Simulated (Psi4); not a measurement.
C$_{2}$HO (SMILES [CH]=C=O), doublet, geometry from GFN2-xTB; Psi4 with MP2/6-311G**.

Psi4 was given this input:
```
memory 2 GB

molecule mol {
0 2
  C     0.020962   -0.291180   -1.196607
  C     0.004407    0.004021    0.017111
  H     0.107673   -0.539854   -2.209945
  O    -0.032486    0.282851    1.160865
}

set basis 6-311g**
set reference uhf
set freeze_core true
set mp2_type conv
set scf_type pk
set puream true
set d_convergence 1e-8

energy('mp2')
print_variables()
```

Q: Predict the main parts of the log of this Psi4 run.

A: 
```
   => Loading Basis Set <=

    Name: 6-311G**
    Role: ORBITAL
    Keyword: BASIS

         ---------------------------------------------------------
                                   SCF
               by Justin Turney, Rob Parrish, Andy Simmonett
                          and Daniel G. A. Smith
                              UHF Reference
         ---------------------------------------------------------

  ==> Geometry <==

    Molecular point group: c1
    Full point group: C1

    Geometry (in Angstrom), charge = 0, multiplicity = 2:

       Center              X                  Y                   Z               Mass
    ------------   -----------------  -----------------  -----------------  -----------------
         C            0.023563466452    -0.304208183596    -1.249938720943    12.000000000000
         C            0.007008466452    -0.009007183596    -0.036220720943    12.000000000000
         H            0.110274466452    -0.552882183596    -2.263276720943     1.007825032230
         O           -0.029884533548     0.269822816404     1.107533279057    15.994914619570

  Running in c1 symmetry.

  Rotational constants: A =   4128.64743  B =      0.36520  C =      0.36517 [cm^-1]
  Rotational constants: A = 123773736.02354  B =  10948.41499  C =  10947.44663 [MHz]
  Nuclear repulsion =   52.916718248264154

  Charge       = 0
  Multiplicity = 2
  Electrons    = 21
  Nalpha       = 11
  Nbeta        = 10

  ==> Algorithm <==

  SCF Algorithm Type is PK.
  DIIS enabled.
  MOM disabled.
  Fractional occupation disabled.
  Guess Type is SAD.
  Energy threshold   = 1.00e-08
  Density threshold  = 1.00e-08
  Integral threshold = 1.00e-12

  ==> Primary Basis <==

  Basis Set: 6-311G**
    Blend: 6-311G**
    Number of shells: 28
    Number of basis functions: 60
    Number of Cartesian functions: 63
    Spherical Harmonics?: true
    Max angular momentum: 2

  ==> Integral Setup <==

  Using in-core PK algorithm.
   Calculation information:
      Number of atoms:                   4
      Number of AO shells:              28
      Number of primitives:             57
      Number of atomic orbitals:        63
      Number of basis functions:        60

      Integral cutoff                 1.00e-12
      Number of threads:                 1

  Performing in-core PK
  Using 3350730 doubles for integral storage.
  We computed 78070 shell quartets total.
  Whereas there are 82621 unique shell quartets.

  ==> DiskJK: Disk-Based J/K Matrices <==

    J tasked:                  Yes
    K tasked:                  Yes
    wK tasked:                  No
    Schwarz Cutoff:          1E-12

  Minimum eigenvalue in the overlap matrix is 7.8757936015E-04.
  Reciprocal condition number of the overlap matrix is 1.7997462389E-04.
    Using symmetric orthogonalization.

  ==> Pre-Iterations <==

  SCF Guess: Superposition of Atomic Densities via on-the-fly atomic UHF (no occupation information).

   -------------------------
    Irrep   Nso     Nmo
   -------------------------
     A         60      60
   -------------------------
    Total      60      60
   -------------------------

  ==> Iterations <==

                        Total Energy        Delta E     RMS |[F,P]|

   @UHF iter SAD:  -150.20110315387382   -1.50201e+02   0.00000e+00
   @UHF iter   1:  -151.07640043905479   -8.75297e-01   5.08317e-03 ADIIS/DIIS
   @UHF iter   2:  -151.10682575233741   -3.04253e-02   3.13099e-03 ADIIS/DIIS
   @UHF iter   3:  -151.11918957402142   -1.23638e-02   8.49212e-04 ADIIS/DIIS
   @UHF iter   4:  -151.12114820662362   -1.95863e-03   3.68326e-04 ADIIS/DIIS
   @UHF iter   5:  -151.12190420192343   -7.55995e-04   2.24813e-04 ADIIS/DIIS
   @UHF iter   6:  -151.12237582409020   -4.71622e-04   1.64545e-04 ADIIS/DIIS
   @UHF iter   7:  -151.12283678200669   -4.60958e-04   1.04251e-04 ADIIS/DIIS
   @UHF iter   8:  -151.12305988792664   -2.23106e-04   5.01743e-05 DIIS
   @UHF iter   9:  -151.12312057086677   -6.06829e-05   2.09690e-05 DIIS
[...]
  @UHF Final Energy:  -151.12312935180569
    Total Energy =                       -151.1231293518056873
  DIE_IF_NOT_CONVERGED          => (empty)
[...]
  ORTH_TYPE                     => (empty)
  OS_SCALE                      => (empty)
  PARENT_SYMMETRY               => (empty)
  PCG_BETA_TYPE                 => (empty)
  PCG_CONVERGENCE               => (empty)
  PCG_MAXITER                   => (empty)
  PCM                           => (empty)
  PE                            => (empty)
  PRINT                         => (empty)
  PRINT_NOONS                   => (empty)
  PROPERTIES                    => (empty)
  PROPERTIES_ORIGIN             => (empty)
  PUREAM                        => TRUE            !
  QC_MODULE                     => (empty)
  RAS1                          => (empty)
  RAS2                          => (empty)
  RAS3                          => (empty)
  RAS4                          => (empty)
  RELATIVISTIC                  => (empty)
  RELAXED                       => (empty)
  REMP_A                        => (empty)
  RESTRICTED_DOCC               => (empty)
  RESTRICTED_UOCC               => (empty)
  RMS_MOGRAD_CONVERGENCE        => (empty)
  R_CONVERGENCE                 => (empty)
  SCF_TYPE                      => PK              !
  SCREENING                     => (empty)
  SCS_TYPE                      => (empty)
  SOCC                          => (empty)
  SOS_TYPE                      => (empty)
  SPIN_SCALE_TYPE               => NONE            !
  SS_SCALE                      => (empty)
  SYMMETRIZE                    => (empty)
  TPDM_ABCD_TYPE                => (empty)
  WFN                           => (empty)
  WFN_TYPE                      => OMP2            !
  WRITER_FILE_LABEL             => (empty)
  ZORA_BASIS_TOLERANCE          => (empty)
  ZORA_NR_DEBUG                 => (empty)
  ZORA_PRUNING_SCHEME           => (empty)
  ZORA_RADIAL_POINTS            => (empty)
  ZORA_SPHERICAL_POINTS         => (empty)

 ==============================================================================
 ==============================================================================
 ==============================================================================

                             MP2
                    Program Written by Ugur Bozkaya,
              Additional Contributions by J. P. Misiewicz

 ==============================================================================
 ==============================================================================
 ==============================================================================

	MO spaces per irreps...

	IRREP   FC   AOCC  BOCC  AVIR    BVIR  FV
	==========================================
	   A     3     8     7    49     50     0
	==========================================

	Computing MP2 energy using SCF MOs (Canonical MP2)...
	==============================================================================
	Nuclear Repulsion Energy (a.u.)    :    52.91671824826415
	SCF Energy (a.u.)                  :  -151.12312935180569
	REF Energy (a.u.)                  :  -151.12312935180569
	Alpha-Alpha Contribution (a.u.)    :    -0.06199098480878
	Alpha-Beta Contribution (a.u.)     :    -0.30934732051735
	Beta-Beta Contribution (a.u.)      :    -0.05246134036080
	Scaled_SS Correlation Energy (a.u.):    -0.03815077505653
	Scaled_OS Correlation Energy (a.u.):    -0.37121678462082
	SCS-MP2 Total Energy (a.u.)        :  -151.53249691148304
	SOS-MP2 Total Energy (a.u.)        :  -151.49434613642651
	SCSN-MP2 Total Energy (a.u.)       :  -151.32456544410414
	SCS-MP2-VDW Total Energy (a.u.)    :  -151.57632008465271
	SOS-PI-MP2 Total Energy (a.u.)     :  -151.55621560052998
	MP2 Correlation Energy (a.u.)      :    -0.42379964568693
	MP2 Total Energy (a.u.)            :  -151.54692899749261
	==============================================================================

  Variable Map:
  ----------------------------------------------------------------------------
[...]
  Array Variable Map:
  ----------------------------------------------------------------------------
[...]
[...]
```
